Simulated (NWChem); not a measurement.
Correlation energy of Cl2Se

```xyz
3

Se     0.0000     0.0000    -0.6872
Cl    -1.7155     0.0000     0.6872
Cl     1.7155     0.0000     0.6872
```
Charge 0, spin multiplicity 1.

The numbers come from NWChem runs, not from measurements. The geometry was optimised at B3LYP/def2-SVP, a minimum by its harmonic frequencies.

Basis set: def2-SVP. Each correlation energy counts from its own Hartree-Fock reference.

The Hamiltonian is non-relativistic. The correlated methods keep 19 core orbitals frozen. The structure started from a generated list of species. Coupled-cluster values serve here as a point of comparison, not as the truth.

One of these methods gave a correlation energy of -534.8 mHa. Which?
A. MP2
B. CR-CCSD(T)
C. CCSD(T)
D. SCS-MP2

C, CCSD(T). The others give -531.5 (CR-CCSD(T)), -494.2 (MP2), -469.7 (SCS-MP2).
